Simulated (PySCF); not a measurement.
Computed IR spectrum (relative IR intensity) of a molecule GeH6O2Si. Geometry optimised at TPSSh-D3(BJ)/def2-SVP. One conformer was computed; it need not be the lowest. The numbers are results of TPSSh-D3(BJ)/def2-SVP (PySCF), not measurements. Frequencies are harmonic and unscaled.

Lines under 2 % of the strongest are left out, and lines within 2 cm⁻¹ are merged.

```csv
ν (cm⁻¹),relative intensity
258,45
326,55
355,4.9
499,9.0
515,6.4
676,62
696,32
708,28
749,3.6
875,100
902,14
922,33
948,20
950,14
2146,59
2247,19
2259,36
2264,33
3786,22
3797,20
```

Question: Pick the molecule that these values belong to.
A. O[SiH](O)[GeH3]
B. O[SiH2][GeH2][OH]
C. [OH][GeH]([OH])[SiH3]
D. [OH][GeH2][O][SiH3]

Answer: C, [OH][GeH]([OH])[SiH3]
